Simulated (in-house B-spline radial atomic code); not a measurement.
A calculation on Pm VI (Pm5+) (an excited or competing configuration): its settings, and results tabulated from the run. Method: scalar-relativistic (X2C) BHandHLYP, spin-polarised, spherical fractional occupations, exact exchange averaged over the configuration, Fermi nucleus of rms radius 4.962 fm. Calculated with a B-spline radial code for spherical atoms.

Command:
```bash
python run_scf.py task.json out
```
Settings (nuclear radius in fm, mass in u):
```
Z                61
configuration    [Kr] 4d9 4f3 5s2 5p5 6s1
hamiltonian      x2c
method           bhandhlyp
spin_polarised   True
nucleus          fermi
rms_radius       4.962
atomic_mass      144.91276
speed_of_light   137.035999084
exact_exchange   averaged over the configuration
```

Output (hartree, bohr):
```
 radial grid: 70 intervals, B-splines of order 8, outer radius 33.6842 bohr

 iter        energy (Eh)    residual
    1       -9982.430623    8.76e-01
    2       -9999.170126    7.65e-01
    3      -10008.059713    1.73e-01
    4      -10008.650757    5.78e-02
    5      -10008.684825    2.15e-02
    6      -10008.693394    4.54e-03
    7      -10008.693687    4.83e-04
    8      -10008.693690    6.27e-05
    9      -10008.693690    3.73e-06
   10      -10008.693690    3.17e-07

 total energy                    -10008.69369
 kinetic                           10827.8092
 electron-nucleus                 -24329.1632
 Hartree                            3720.2428
 exact exchange                     -111.5160
 exchange-correlation               -116.0665

 orbital      occ     eigenvalue          <r>       <r^2>       <1/r>       r_max
 1s up      1.000     -1662.8908    0.0224884 0.000697953     71.8915     0.01397
 1s down    1.000     -1662.8825    0.0224883 0.000697949     71.8916     0.01397
 2s up      1.000      -275.2731    0.0982737   0.0114635      16.542     0.08363
 2s down    1.000      -275.2378    0.0982687   0.0114623      16.543     0.08363
 2p up      3.000      -246.4054    0.0867267  0.00919819     14.7817     0.06721
 2p down    3.000      -246.3711    0.0867208  0.00919684     14.7825      0.0672
 3s up      1.000       -63.5397     0.259694   0.0772012     5.92873      0.2385
 3s down    1.000       -63.4595     0.259499   0.0770712     5.93297      0.2384
 3p up      3.000       -54.3429     0.257946   0.0772239      5.4311      0.2335
 3p down    3.000       -54.2558     0.257686   0.0770489     5.43574      0.2335
 3d up      5.000       -41.5652     0.236013   0.0655456     5.10598      0.1917
 3d down    5.000       -41.4676     0.235845    0.065436     5.10846      0.1917
 4s up      1.000       -15.6172     0.587787    0.389474     2.45869      0.5501
 4s down    1.000       -15.3542     0.588022    0.389765     2.45598      0.5499
 4p up      3.000       -12.5083     0.619506    0.435727     2.23624      0.5728
 4p down    3.000       -12.2235     0.620485    0.437174     2.23077      0.5728
 4d up      5.000        -8.0171     0.671573    0.520799     1.96721       0.597
 4d down    4.000        -7.7525     0.672636     0.52264     1.96432      0.5971
 4f up      3.000        -3.2386     0.796714    0.768928     1.54892      0.5993
 5s up      1.000        -4.2359      1.31574     1.93121     1.02326       1.223
 5s down    1.000        -4.0702      1.33081     1.97623     1.00855       1.232
 5p up      3.000        -3.2876      1.46388     2.39969     0.90083       1.344
 5p down    2.000        -3.1821      1.47978     2.45182    0.889381       1.356
 6s up      1.000        -1.6607      2.71421      8.1463    0.480325        2.61
```

Run time, properties included: 0.63 s on 1 thread of Arm Neoverse N1, with other jobs on the host.

One-electron X2C: radii and densities carry no picture-change correction, so inner-shell <1/r> comes out high (for 1s by about 2 % at Z = 33, 5 % at 54, 10 % at 75, 30 % at 118) and <r> low.
